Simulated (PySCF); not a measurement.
## Basis-set dependence of population analyses: `CC#CB(C)N`

Compound: C4H8BN.
Atom-mapped SMILES: `[CH3:1][C:2]#[C:3][B:4]([CH3:5])[NH2:6]` (hydrogens: H7, H8, H9 on C1; H10, H11, H12 on C5; H13, H14 on N6)

PBE0 throughout (PySCF), one geometry, spherical d and f functions. Geometry: PBE0-D3(BJ)/def2-SVP; no solvent, vibrations or thermal averaging. Atoms taken as equivalent share a column and are averaged. The first 7 of 9 kinds of atom are listed.

Mulliken charges (e):

| basis | functions | C1 | C2 | C3 | B4 | C5 | N6 | H7/H8/H9 |
| --- | --- | --- | --- | --- | --- | --- | --- | --- |
| STO-3G | 38 | -0.251 | -0.060 | -0.163 | +0.316 | -0.331 | -0.451 | +0.102 |
| 6-31G | 70 | -0.539 | +0.059 | -0.304 | +0.588 | -0.705 | -0.849 | +0.202 |
| pcSseg-0 | 70 | -0.578 | -0.202 | -0.376 | +0.931 | -1.040 | -0.835 | +0.261 |
| 6-31G* | 100 | -0.653 | +0.190 | -0.221 | +0.321 | -0.697 | -0.782 | +0.210 |
| cc-pVDZ | 124 | -0.017 | -0.064 | -0.235 | -0.087 | -0.150 | -0.012 | +0.080 |
| def2-SVP | 124 | +0.017 | +0.077 | -0.343 | -0.141 | -0.155 | -0.085 | +0.070 |
| 6-311+G(2d,p) | 210 | -0.877 | +0.490 | -0.353 | +0.602 | -0.680 | -0.644 | +0.172 |
| aug-cc-pVDZ | 210 | +0.174 | -0.940 | +0.600 | +0.666 | +0.624 | -0.120 | -0.018 |
| def2-TZVP | 234 | -0.497 | -0.101 | -0.045 | +0.212 | -0.452 | -0.460 | +0.159 |
| IGLO-III | 290 | -0.350 | -0.105 | -0.160 | +0.516 | -0.546 | -0.515 | +0.137 |
| cc-pVTZ | 292 | -0.298 | +0.151 | -0.295 | +0.083 | -0.365 | -0.242 | +0.121 |
| pcSseg-2 | 328 | -0.066 | -0.094 | -0.288 | +0.431 | -0.150 | -0.430 | +0.056 |

IAO charges (e):

```tsv
basis	functions	C1	C2	C3	B4	C5	N6	H7/H8/H9
STO-3G	38	-0.416	-0.026	-0.155	+0.227	-0.517	-0.433	+0.153
6-31G	70	-0.449	-0.021	-0.181	+0.244	-0.576	-0.534	+0.172
pcSseg-0	70	-0.439	-0.025	-0.172	+0.212	-0.567	-0.491	+0.170
6-31G*	100	-0.429	-0.021	-0.184	+0.253	-0.560	-0.530	+0.166
cc-pVDZ	124	-0.430	-0.023	-0.184	+0.238	-0.559	-0.520	+0.167
def2-SVP	124	-0.421	-0.021	-0.180	+0.231	-0.550	-0.510	+0.164
6-311+G(2d,p)	210	-0.441	-0.022	-0.190	+0.250	-0.579	-0.552	+0.173
aug-cc-pVDZ	210	-0.438	-0.023	-0.189	+0.248	-0.575	-0.550	+0.172
def2-TZVP	234	-0.440	-0.023	-0.189	+0.252	-0.579	-0.551	+0.172
IGLO-III	290	-0.442	-0.022	-0.190	+0.251	-0.580	-0.554	+0.173
cc-pVTZ	292	-0.441	-0.022	-0.189	+0.251	-0.580	-0.548	+0.173
pcSseg-2	328	-0.441	-0.022	-0.190	+0.253	-0.579	-0.553	+0.173
```

Task: Which scheme is steadiest as the basis changes?

Result: Largest range over the bases for any column: IAO 0.12 e, Mulliken 1.66 e. IAO charges move least and Mulliken charges most, counted in e. Without the minimal STO-3G basis the ranges are IAO 0.06, Mulliken 1.66 e.

Task: How much do the charges still move between the two largest bases, cc-pVTZ and pcSseg-2?

Result: At most, over all atoms: Mulliken 0.349 e, IAO 0.005 e.

Task: What do the same runs give for the total energy, the frontier levels and the dipole moment?

Result: 
```
        basis  energy (Eh)  HOMO (eV)  LUMO (eV)  μ (D)
       STO-3G    -233.6611      -5.03       3.05   1.56
        6-31G    -236.5078      -6.90       0.37   1.25
     pcSseg-0    -236.0502      -7.21       0.17   1.40
       6-31G*    -236.5508      -6.83       0.31   1.25
      cc-pVDZ    -236.5736      -6.97       0.17   1.26
     def2-SVP    -236.3925      -7.05       0.11   1.27
6-311+G(2d,p)    -236.6315      -7.19      -0.14   1.10
  aug-cc-pVDZ    -236.5893      -7.17      -0.15   1.10
    def2-TZVP    -236.6488      -7.16      -0.07   1.14
     IGLO-III    -236.6567      -7.19      -0.13   1.11
      cc-pVTZ    -236.6451      -7.13      -0.03   1.17
     pcSseg-2    -236.6521      -7.19      -0.12   1.12
```

The dipole is fixed by the density alone, so its range of 0.46 D shows that the density itself changes with the basis, not only its division among atoms.
